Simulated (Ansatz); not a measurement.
Ansatz (an electronic-structure program) input (PBE/3-21G): The .json file is the Basis Set Exchange's 3-21G.

Ansatz 0.2 input:
```yaml
crystal:
  periodic: [false, false, false]
  atoms:
    - {symbol: C, position_ang: [0.01856700, 0.00586800, 0.50929400]}
    - {symbol: Cl, position_ang: [0.82549900, -1.21861700, -0.10606100]}
    - {symbol: Cl, position_ang: [-0.83205200, 1.21654600, -0.07369000]}
basis:
  gaussian:
    orbitals: 3-21G.json
hamiltonian:
  xc: {name: PBE}
total_charge: 1
magnetization: {spin_polarized: true, initial_magnetization: 1}
output: {forces: true}
```

Output:

```
Functional definition: PBE
integrals: 0.01 GiB planned
405 factors; integrals over basis functions are off by at most 2.2e-4 eV
mean field: 0.08 GiB planned
mean field evaluation 1: about -25928.9173 eV, gradient 1.8e1 eV
mean field evaluation 2: about -25925.6922 eV, gradient 2.8e1 eV
mean field evaluation 4: about -25930.5789 eV, gradient 8.0e-1 eV
mean field evaluation 8: about -25930.5820 eV, gradient 7.0e-3 eV
mean field evaluation 16: about -25928.9673 eV, gradient 3.3e0 eV
mean field -25930.58203775 eV, -952.9313135076 hartree, gradient 6.4e-6 eV, S^2 0.753128; 0 other end points of the search recorded, 0 dependent functions left out
the calculation of the forces begins
reference -25930.58205673 eV, -952.9313142051 hartree; 20, 19 occupied and 15, 16 virtual orbitals, 405 factors
Total energy: -25930.58205673 eV, -952.9313142051 hartree
Atom 0 at     0.018567     0.005868     0.509294 Å, force     0.080083     0.025310     2.196686 eV/Å
Atom 1 at     0.825499    -1.218617    -0.106061 Å, force     1.576136    -2.387035    -1.129906 eV/Å
Atom 2 at    -0.832052     1.216546    -0.073690 Å, force    -1.656219     2.361725    -1.066780 eV/Å
Dipole moment:    -0.004215    -0.001332    -0.115628 e Å
```

The dipole moment of an ion depends on the origin.

The geometry given is a B3LYP-D3(BJ)/def2-TZVP minimum.
